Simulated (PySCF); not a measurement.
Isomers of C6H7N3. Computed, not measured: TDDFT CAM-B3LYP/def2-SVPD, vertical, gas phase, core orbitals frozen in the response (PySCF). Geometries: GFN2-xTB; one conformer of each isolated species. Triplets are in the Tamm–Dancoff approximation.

A. `C=Cc1cnnnc1C`
B. `c1ncc(C2CC2)nn1`
C. `n1nn(cc1C)CC#C`
D. `C1(c2ccnnn2)CC1`

Lowest singlet levels (six at most, fewer where fewer were computed) with oscillator strengths:

1. 358 nm (f 0.004); 304 nm (f 0.001); 299 nm (f 0.003); 266 nm (f 0.005); 232 nm (f 0.279); 219 nm (f 0.091); T1 2.60 eV
2. 215 nm (f 0.005); 195 nm (f 0.104); 191 nm (f 0.001); 180 nm (f 0.010); 177 nm (f 0.007); 176 nm (f 0.003); T1 4.44 eV
3. 344 nm (f 0.005); 309 nm (f 0.000); 280 nm (f 0.000); 261 nm (f 0.005); 220 nm (f 0.022); 202 nm (f 0.266); T1 2.65 eV
4. 388 nm (f 0.005); 298 nm (f 0.000); 240 nm (f 0.076); 225 nm (f 0.001); 203 nm (f 0.000); 199 nm (f 0.308); T1 2.50 eV

Question: Which spectrum belongs to which structure?

Answer: 1 = A, 2 = C, 3 = D, 4 = B.
- A: S1 at 3.46 eV, HOMO→LUMO (90%); Löwdin shares by element: HOMO nitrogen 86%, carbon 5% or more; LUMO carbon 43% or more, nitrogen 18% or more (atoms not listed hold the other 39%); HOMO -8.36 and LUMO -1.16 eV.
- B: S1 at 3.20 eV, HOMO→LUMO (99%); Löwdin shares by element: HOMO nitrogen 76%, carbon 7% or more (atoms not listed hold the other 16%); LUMO nitrogen 62%, carbon 17% or more (atoms not listed hold the other 21%); HOMO -8.25 and LUMO -0.88 eV; point group Cs, 2 of its 6 listed states under f = 0.0005.
- C: S1 at 5.76 eV, HOMO-1→LUMO (76%); Löwdin shares by element: HOMO carbon 49% or more, nitrogen 30% or more (atoms not listed hold the other 21%); LUMO nitrogen 32% or more, carbon 15% or more, hydrogen 9% or more (atoms not listed hold the other 45%); HOMO -8.57 and LUMO 0.79 eV.
- D: S1 at 3.60 eV, HOMO→LUMO (93%); Löwdin shares by element: HOMO nitrogen 86%, carbon 5% or more; LUMO nitrogen 42% or more, carbon 37% or more (atoms not listed hold the other 21%); HOMO -8.32 and LUMO -0.55 eV; point group Cs, 2 of its 6 listed states under f = 0.0005.
A and D have S1 within 0.14 eV of each other; their strongest listed levels stand at 5.34 eV (f 0.279) and 6.15 eV (f 0.266).
